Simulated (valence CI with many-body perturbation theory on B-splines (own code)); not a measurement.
## E1 transitions of Pt VIII

Method: relativistic CI+MBPT: three valence electrons over a frozen Dirac-Fock core [Xe] 4f14, a basis of 9 s, 9 p, 10 d, 8 f, 5 g, 3 h, 1 i functions for each j, with the one-electron correlation potential Σ1, the two-electron term Σ2, the three-electron term Σ3, Breit, model QED; selected CI, second order for the rest, scaled by the run's own slope (own B-spline code, finite nucleus).

No measured spectrum was set against this ion. As an estimate, terms of the open shell hold to 2 to 4 % of their energy, and close levels can change places; different configurations can be misplaced against each other by 1,000 to 8,000 cm⁻¹. Core correlation moves these levels by up to 16000 cm⁻¹, and in measured spectra 5 to 20 % of such shifts remained as error; rates that hang on mixing are uncertain with them. The list stops below the first excitations out of the core.

Lines 51 to 100 of 222 in falling wavelength, among levels below 39.955 eV, chosen from the strongest by gf and those to the six lowest levels. Wavelengths and rates use the calculated energies, so an error of 2000 cm⁻¹ moves a line at 99.18 nm by 2 % and its rate by three times that or more. Electric multipoles are in the length gauge, E1 and E2 with the static RPA response of the core. Weak lines are less certain than strong ones. Lines between different terms over intervals too small for the method are left out, as are lines whose strength nearly cancels. The highest levels of a list are the least certain.

Levels are named by their leading jj configuration (3d3/2^4 stands for four electrons in 3d with j = 3/2), which in mixed levels can hold well under half, so a name can repeat and another be missing. Letters in brackets count levels of one name in rising energy.

| λ vac (nm) | Upper | Lower | A (s⁻¹) | S (a.u.) with core polarisation | S without |
| --- | --- | --- | --- | --- | --- |
| 99.18 | (5d3/2^2 6p3/2) J=5/2 | (5d3/2 5d5/2 6s) J=5/2 [b] | 2.21e+08 | 6.38e-01 | 8.10e-01 |
| 98.76 | (5d3/2^2 6p3/2) J=5/2 | (5d3/2 5d5/2 6s) J=3/2 [a] | 6.93e+07 | 1.98e-01 | 2.52e-01 |
| 96.67 | (5d5/2^2 6p1/2) J=7/2 | (5d3/2 5d5/2 6s) J=7/2 [b] | 1.76e+08 | 6.29e-01 | 8.05e-01 |
| 95.98 | (5d5/2^2 6p1/2) J=9/2 | (5d3/2 5d5/2 6s) J=7/2 [b] | 7.42e+07 | 3.24e-01 | 4.10e-01 |
| 95.80 | (5d3/2 5d5/2 6p1/2) J=3/2 [b] | (5d3/2 5d5/2 6s) J=5/2 [a] | 2.46e+08 | 4.27e-01 | 5.48e-01 |
| 95.68 | (5d3/2 5d5/2 6p1/2) J=9/2 | (5d3/2 5d5/2 6s) J=7/2 [a] | 1.54e+08 | 6.66e-01 | 8.52e-01 |
| 95.51 | (5d3/2 5d5/2 6p1/2) J=3/2 [b] | (5d3/2^2 6s) J=1/2 | 8.16e+07 | 1.40e-01 | 1.79e-01 |
| 94.81 | (5d3/2^2 6p3/2) J=7/2 | (5d3/2 5d5/2 6s) J=9/2 | 6.79e+07 | 2.29e-01 | 2.93e-01 |
| 94.75 | (5d3/2 5d5/2 6p1/2) J=5/2 [b] | (5d3/2 5d5/2 6s) J=7/2 [a] | 1.78e+08 | 4.49e-01 | 5.75e-01 |
| 94.36 | (5d3/2 5d5/2 6p1/2) J=7/2 [a] | (5d3/2^2 6s) J=5/2 | 3.90e+08 | 1.29e+00 | 1.65e+00 |
| 93.82 | (5d3/2^2 6p3/2) J=3/2 | (5d3/2 5d5/2 6s) J=5/2 [a] | 9.34e+07 | 1.52e-01 | 1.92e-01 |
| 93.55 | (5d3/2^2 6p3/2) J=3/2 | (5d3/2^2 6s) J=1/2 | 8.37e+07 | 1.35e-01 | 1.73e-01 |
| 93.15 | (5d3/2 5d5/2 6p1/2) J=5/2 [a] | (5d3/2^2 6s) J=5/2 | 1.07e+08 | 2.56e-01 | 3.28e-01 |
| 92.53 | (5d5/2^2 6p1/2) J=5/2 | (5d3/2 5d5/2 6s) J=3/2 [b] | 2.08e+08 | 4.88e-01 | 6.23e-01 |
| 92.45 | (5d5/2^2 6p1/2) J=5/2 | (5d3/2 5d5/2 6s) J=7/2 [b] | 6.23e+07 | 1.46e-01 | 1.85e-01 |
| 91.37 | (5d3/2^2 6p3/2) J=7/2 | (5d3/2 5d5/2 6s) J=5/2 [a] | 2.61e+08 | 7.86e-01 | 9.76e-01 |
| 90.02 | (5d3/2 5d5/2 6p3/2) J=7/2 | (5d3/2 5d5/2 6s) J=7/2 [b] | 2.06e+08 | 5.93e-01 | 7.46e-01 |
| 89.98 | (5d3/2 5d5/2 6p3/2) J=5/2 | (5d3/2 5d5/2 6s) J=3/2 [b] | 2.12e+08 | 4.58e-01 | 5.79e-01 |
| 89.95 | (5d3/2^2 6p3/2) J=1/2 | (5d3/2^2 6s) J=1/2 | 1.70e+08 | 1.22e-01 | 1.54e-01 |
| 89.81 | (5d5/2^2 6p1/2) J=7/2 | (5d3/2 5d5/2 6s) J=9/2 | 4.14e+07 | 1.18e-01 | 1.52e-01 |
| 89.02 | (5d5/2^2 6p1/2) J=3/2 | (5d3/2 5d5/2 6s) J=5/2 [b] | 9.14e+07 | 1.27e-01 | 1.63e-01 |
| 88.93 | (5d3/2^2 6p1/2) J=1/2 | (5d3/2^2 6s) J=3/2 | 2.37e+08 | 1.65e-01 | 2.11e-01 |
| 88.48 | (5d5/2^2 6p1/2) J=5/2 | (5d3/2 5d5/2 6s) J=5/2 [b] | 1.12e+08 | 2.29e-01 | 2.92e-01 |
| 87.25 | (5d3/2^2 6p3/2) J=7/2 | (5d3/2 5d5/2 6s) J=7/2 [a] | 1.66e+08 | 4.35e-01 | 5.53e-01 |
| 86.15 | (5d3/2 5d5/2 6p3/2) J=5/2 | (5d3/2 5d5/2 6s) J=5/2 [b] | 2.04e+08 | 3.87e-01 | 4.83e-01 |
| 85.84 | (5d3/2 5d5/2 6p3/2) J=5/2 | (5d3/2 5d5/2 6s) J=3/2 [a] | 5.65e+07 | 1.06e-01 | 1.36e-01 |
| 85.13 | (5d3/2 5d5/2 6p1/2) J=5/2 [b] | (5d3/2^2 6s) J=5/2 | 1.35e+08 | 2.48e-01 | 3.13e-01 |
| 84.54 | (5d3/2 5d5/2 6p3/2) J=9/2 | (5d3/2 5d5/2 6s) J=9/2 | 3.34e+08 | 9.97e-01 | 1.27e+00 |
| 84.36 | (5d3/2 5d5/2 6p1/2) J=7/2 [b] | (5d3/2^2 6s) J=5/2 | 9.86e+07 | 2.34e-01 | 2.96e-01 |
| 83.57 | (5d5/2^2 6p1/2) J=3/2 | (5d3/2^2 6s) J=1/2 | 1.72e+08 | 1.98e-01 | 2.51e-01 |
| 83.31 | (5d5/2^2 6p1/2) J=5/2 | (5d3/2 5d5/2 6s) J=5/2 [a] | 1.03e+08 | 1.76e-01 | 2.21e-01 |
| 82.99 | (5d5/2^2 6p1/2) J=7/2 | (5d3/2 5d5/2 6s) J=7/2 [a] | 1.90e+08 | 4.28e-01 | 5.43e-01 |
| 82.54 | (5d3/2 5d5/2 6p1/2) J=5/2 [b] | (5d3/2^2 6s) J=3/2 | 2.48e+08 | 4.13e-01 | 5.23e-01 |
| 82.49 | (5d5/2^2 6p1/2) J=9/2 | (5d3/2 5d5/2 6s) J=7/2 [a] | 8.28e+08 | 2.29e+00 | 2.90e+00 |
| 81.33 | (5d3/2 5d5/2 6p3/2) J=7/2 | (5d3/2 5d5/2 6s) J=5/2 [a] | 1.73e+09 | 3.68e+00 | 4.61e+00 |
| 81.24 | (5d3/2 5d5/2 6p3/2) J=5/2 | (5d3/2 5d5/2 6s) J=5/2 [a] | 1.86e+09 | 2.95e+00 | 3.71e+00 |
| 80.85 | (5d3/2^2 6p3/2) J=3/2 | (5d3/2^2 6s) J=5/2 | 5.49e+08 | 5.72e-01 | 7.22e-01 |
| 80.03 | (5d3/2^2 6p3/2) J=5/2 | (5d3/2^2 6s) J=5/2 | 1.70e+09 | 2.57e+00 | 3.24e+00 |
| 79.02 | (5d3/2^2 6p3/2) J=7/2 | (5d3/2^2 6s) J=5/2 | 3.03e+09 | 5.91e+00 | 7.39e+00 |
| 78.52 | (5d3/2^2 6p3/2) J=3/2 | (5d3/2^2 6s) J=3/2 | 2.87e+09 | 2.75e+00 | 3.46e+00 |
| 78.48 | (5d3/2 5d5/2 6p3/2) J=9/2 | (5d3/2 5d5/2 6s) J=7/2 [a] | 2.73e+09 | 6.52e+00 | 8.19e+00 |
| 78.04 | (5d3/2 5d5/2 6p3/2) J=7/2 | (5d3/2 5d5/2 6s) J=7/2 [a] | 1.42e+09 | 2.66e+00 | 3.35e+00 |
| 77.96 | (5d3/2 5d5/2 6p3/2) J=5/2 | (5d3/2 5d5/2 6s) J=7/2 [a] | 7.65e+08 | 1.07e+00 | 1.36e+00 |
| 77.74 | (5d3/2^2 6p3/2) J=5/2 | (5d3/2^2 6s) J=3/2 | 1.56e+09 | 2.17e+00 | 2.73e+00 |
| 75.97 | (5d3/2^2 6p3/2) J=1/2 | (5d3/2^2 6s) J=3/2 | 3.82e+09 | 1.65e+00 | 2.08e+00 |
| 75.52 | (5d5/2^2 6p1/2) J=7/2 | (5d3/2^2 6s) J=5/2 | 8.04e+07 | 1.37e-01 | 1.72e-01 |
| 72.92 | (5d5/2^2 6p1/2) J=5/2 | (5d3/2^2 6s) J=5/2 | 1.07e+08 | 1.23e-01 | 1.55e-01 |
| 71.33 | (5d3/2 5d5/2 6p3/2) J=5/2 | (5d3/2^2 6s) J=5/2 | 2.40e+08 | 2.58e-01 | 3.28e-01 |
| 40.61 | (5d3/2 5d5/2 6p1/2) J=7/2 [b] | (5d3/2 5d5/2^2) J=7/2 [b] | 1.92e+08 | 5.08e-02 | 6.15e-02 |
| 40.31 | (5d3/2 5d5/2 6p1/2) J=7/2 [b] | (5d3/2 5d5/2^2) J=5/2 [c] | 1.82e+08 | 4.71e-02 | 5.41e-02 |
